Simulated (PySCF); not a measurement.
C₃H₇FSi, SMILES C([SiH](F)C)=C at its PBE0/def2-SVP optimised geometry (Å):

```
12

Si    -0.0176    -1.5743     0.0000
C     -0.6131    -2.4991     1.5043
F      1.6173    -1.5743     0.0000
C     -0.5457     0.2104     0.0000
C      0.3353     1.2179    -0.0139
H     -0.4530    -2.2683    -1.2483
H     -1.7144    -2.5254     1.5307
H     -0.2496    -3.5383     1.4981
H     -0.2606    -2.0120     2.4263
H     -1.6173     0.4530     0.0131
H      1.4145     1.0298    -0.0312
H      0.0228     2.2683    -0.0092
```

Calculation: PBE0/def2-TZVP (PySCF). Cells within 0.4 Å of a nucleus heavier than hydrogen are left out (blank, or x).

Map of the log10 of the electron density (e/bohr³), floored at −4 on the plane z = 1.5 Å:

```
|000000000000000000000000000|
|000000000000000000000000000|
|000000000000000000000000000|
|000000000000000000000000000|
|000000000000111000000000000|
|000000000001222110000000000|
|000000000012233221000000000|
|000000000112333322100000000|
|000000001123444432210000000|
|000000011234444443210000000|
|000000112344555443210000000|
|000000123344555433210000000|
|000000123445554432210000000|
|000000123344544332110000000|
|000000122344444322210000000|
|000000122344544333221000000|
|000000223455555433332100000|
|000002345567766544432100000|
|000013456778876544432100000|
|000023578899987544332100000|
|00002468999xx87643321000000|
|00002457999xx87543210000000|
|000023567889987542100000000|
|000012456678997532000000000|
|000001234567886531000000000|
|000000123456665421000000000|
|000000001234443210000000000|
```
Scale: ten equal steps from -4.00 (start of '0') to -0.477 (end of '9'), in the order '0123456789'; x runs from -4.50 to 4.50, y from -4.50 (bottom) to 4.50 (top).
